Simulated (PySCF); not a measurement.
# LiGe⁻ at ROHF-SCS-MP2

Level: ROHF-SCS-MP2. PySCF, no relativity, basis sets Li aug-pcseg-1, Ge aug-pcseg-1.

```
state                          : triplet, unpaired electrons π ↑↑
bond length                    : 2.629 Å
harmonic wavenumber            : 325 cm⁻¹
force constant                 : 0.399 mdyn/Å
rotational constant Be         : 0.3805 cm⁻¹
anharmonicity ωexe             : 2.67 cm⁻¹
vibration–rotation constant αe : 0.00425 cm⁻¹
well depth De to Li + Ge⁻      : 75 kJ/mol
dissociation energy D0         : 73 kJ/mol
```

Correlated steps freeze 9 core orbitals. Correlated levels converge slowly with the basis: in double zeta they bind strong bonds too weakly, by up to about 1 eV, and carry superposition errors of some tenths. Spin–orbit coupling is left out. For an ion De counts to the pair picked by the measured ionisation energies or electron affinities, which need not be the lowest pair at this level. The state was picked by a PBE0 search and need not be the measured ground state.
